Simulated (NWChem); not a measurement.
BNH2F2; SMILES NB(F)F

```xyz
6

B     -0.0006    -0.0412     0.0000
F      1.1322    -0.7497     0.0000
F     -1.1569    -0.7105     0.0000
N      0.0236     1.3587     0.0000
H     -0.8169     1.9161     0.0000
H      0.8834     1.8860     0.0000
```
Atoms are numbered in this order, from 1.

Level: B3LYP/6-31G* (spherical d) (NWChem), optimised geometry, unscaled harmonic frequencies. B3LYP is NWChem's, with the RPA form of VWN correlation.

List the harmonic frequencies with IR intensities, and the thermochemistry.


```tsv
frequency (cm⁻¹)	IR intensity (km/mol)
377	0.2
390	253.9
474	13.2
554	0.0
653	53.1
872	8.6
907	1.1
1440	326.0
1450	234.8
1663	248.0
3621	40.5
3719	34.6
```

zero-point energy: 23.0 kcal/mol
thermal correction to the enthalpy at 298.15 K (with zero-point energy): 26.2 kcal/mol
heat capacity Cv: 13.6 cal/(mol K)
entropy at 298.15 K and 1 atm (symmetry number 2): 65.1 cal/(mol K)
dipole moment: 2.65 D

Rigid rotor and harmonic oscillator.
